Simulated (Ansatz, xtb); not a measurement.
## Relative energy of two isomers of C5H7NS2

We compare a, `CCc1ncsc1S`, a singlet, with b, `SCCc1cncs1`, a singlet. Both are isolated molecules in the gas phase, relaxed with B3LYP-D3(BJ)/def2-SVP; each stands in its lowest conformer found.

Q: Which of the two would you expect CCSD(T)/def2-SVP + ΔMP2/def2-TZVPP electronic energies to favour?

A: Structure a; the calculation gives E(b) − E(a) = +1.99 kcal/mol.

The same difference at several levels:

```
                             level               geometry  E(b) − E(a) (kcal/mol)  departure from the last row (kcal/mol)  job, with rough time for the two
             B3LYP-D3(BJ)/def2-SVP  B3LYP-D3(BJ)/def2-SVP                     +2.11                                   +0.12             optimisation, 1.8 min
                       HF/def2-SVP  B3LYP-D3(BJ)/def2-SVP                     +2.10                                   +0.11           part of the CCSD(T) run
                      MP2/def2-SVP  B3LYP-D3(BJ)/def2-SVP                     +3.11                                   +1.12           part of the CCSD(T) run
                  CCSD(T)/def2-SVP  B3LYP-D3(BJ)/def2-SVP                     +2.90                                   +0.91                      single point
CCSD(T)/def2-SVP + ΔMP2/def2-TZVPP  B3LYP-D3(BJ)/def2-SVP                     +1.99                                                     single point, 1.9 min
```

As drawn, both hold the same kinds of bond in the same numbers. Structure a has 1 methyl group, b 0.

None of the levels shown reverses the order. The largest departure from CCSD(T)/def2-SVP + ΔMP2/def2-TZVPP is that of MP2/def2-SVP, 1.12 kcal/mol. Levels run at GFN2-xTB geometries aren't shown. The last row adds to CCSD(T) the change of the MP2 difference between the two basis sets, here −0.91 kcal/mol.

With thermal terms from frequencies at re-optimised GFN2-xTB minima (ideal gas, soft modes damped towards free rotors, one conformer each, 298.15 K, 1 atm): the zero-point term adds +0.11 kcal/mol; ΔH is +1.74 and ΔG +2.32 kcal/mol.

The correlated steps freeze 16 core orbitals. Programs: Ansatz 0.2.0, xtb 6.7.1; the last row on 4 threads of Arm Neoverse V1 on a shared host.
